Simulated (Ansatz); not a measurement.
Hg5⁺, relaxed as a doublet with UKS PBE0/def2-SVP in Ansatz, starting from the GFN1-xTB geometry. Force threshold 0.02 eV/Å.

In the def2 sets Hg takes a core potential; there is no spin–orbit coupling. The relaxation made no stability test and no search for a lower SCF solution. The structure comes from a short search, and lower isomers may exist.

Start:

Cartesian coordinates in Å:
```
Hg -0.990 2.261 -2.420
Hg -1.886 -2.376 -1.915
Hg -0.844 0.006 -0.506
Hg 1.629 -0.276 1.024
Hg 2.092 0.384 3.817
```

```json
{"step": "1", "energy (eV)": "-20878.7201", "largest force component (eV/Å)": "0.267", "SCF passes": "16"}
{"step": "2", "energy (eV)": "-20878.7866", "largest force component (eV/Å)": "0.206", "SCF passes": "23"}
{"step": "3", "energy (eV)": "-20878.8594", "largest force component (eV/Å)": "0.089", "SCF passes": "24"}
{"step": "4", "energy (eV)": "-20878.8953", "largest force component (eV/Å)": "0.091", "SCF passes": "24"}
{"step": "5", "energy (eV)": "-20878.9137", "largest force component (eV/Å)": "0.032", "SCF passes": "24"}
{"step": "6", "energy (eV)": "-20878.9183", "largest force component (eV/Å)": "0.013", "SCF passes": "24"}
{"step": "7", "energy (eV)": "-20878.9191", "largest force component (eV/Å)": "0.008", "SCF passes": "25"}
{"step": "8", "energy (eV)": "-20878.9195", "largest force component (eV/Å)": "0.008", "SCF passes": "25"}
```

Force components are those of the run's own axes.

End:

```xyz
5

Hg   -1.249    2.147   -2.759
Hg   -2.059   -2.313   -2.217
Hg   -0.529   -0.099   -0.772
Hg    1.083    0.046    1.630
Hg    2.755    0.220    4.118
```

By distances, no bond broke or formed. The bond that changes most is Hg1–Hg3, from 2.96 to 3.08 Å (atoms count from 1).

The force fell under the threshold at step 6, but the optimiser went on. No frequencies were taken in this run, so the end may be a saddle point.

Hardware: 4 threads of Arm Neoverse V2 on a shared host. Wall time 43 s, peak host memory 0.66 GiB.
